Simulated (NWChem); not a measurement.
Species: C3H4BFO; SMILES C=C=CB(O)F

```xyz
10

C      0.2392     2.6735     0.0000
C     -0.3203     1.4946     0.0000
C     -0.8604     0.2952     0.0000
B      0.0130    -0.9982     0.0000
O     -0.5006    -2.2482     0.0000
F      1.3378    -0.9044     0.0000
H      0.4845     3.1815     0.9382
H      0.4845     3.1815    -0.9382
H     -1.9583     0.2368     0.0000
H     -1.4614    -2.2635     0.0000
```
Atoms are numbered in this order, from 1.

Computed with NWChem. Geometry: optimised at PBE0/def2-SVP. Total energies compare along this basis series because the functional is fixed.

| level | basis functions | energy (Ha) | highest occupied level (eV) | orbital gap (eV) | dipole (D) | relative time |
|---|---|---|---|---|---|---|
| PBE/def2-SVP | 104 | -316.1040 | -6.47 | 4.78 | 2.58 | 1 |
| PBE/def2-SVPD | 158 | -316.1274 | -6.68 | 4.73 | 2.65 | 4 |
| PBE/def2-TZVP | 210 | -316.4710 | -6.62 | 4.74 | 2.61 | 4 |
| PBE/def2-TZVPP | 242 | -316.4736 | -6.62 | 4.74 | 2.58 | 5 |

Relative times are rough (shared machine, one core).
